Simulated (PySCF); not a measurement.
A GIAO shielding run with PySCF 2.14.0 with density-fitted response routines (density fitting, non-relativistic, gas phase) on `CC1=C[C@@H]2C=C(CF)[C@H]12`, C8H9F:

```
$ OMP_NUM_THREADS=1 python probes_run.py task.json out

{"job": {"kind": "nmr", "xc": "PBE0", "basis": "pcSseg-1"}, "charge": 0, "multiplicity": 1}
C      1.792612     1.470034    -0.669989
C      1.260191     0.168053    -0.207460
C      1.409622    -1.113660    -0.539155
C      0.412172    -1.617495     0.481418
C     -1.027080    -1.556038     0.019137
C     -1.179938    -0.275243     0.352374
C     -2.250621     0.745191     0.235384
F     -3.384735     0.222242    -0.336241
C      0.234387    -0.121303     0.874662
H      2.517535     1.325057    -1.467272
H      2.273591     1.997110     0.154142
H      0.981500     2.099106    -1.037340
H      1.974873    -1.640593    -1.283820
H      0.710631    -2.393383     1.176401
H     -1.652464    -2.287137    -0.454684
H     -2.541778     1.135179     1.219962
H     -1.929031     1.579497    -0.402440
H      0.389772     0.269700     1.873262
```

Hardware: 1 thread of an Arm Neoverse N1, shared host. The job also computes population analyses, field gradients, ring-centre shieldings.

Q: How large is the calculation?

A: 66 electrons, 198 basis functions and 1019 auxiliary functions.

Q: How long does it take, and how much memory does it need?

A: 64 s of wall time, with 14 SCF cycles and 5 response iterations; peak memory 0.87 GiB. Times on a shared host scatter by some tens of per cent.
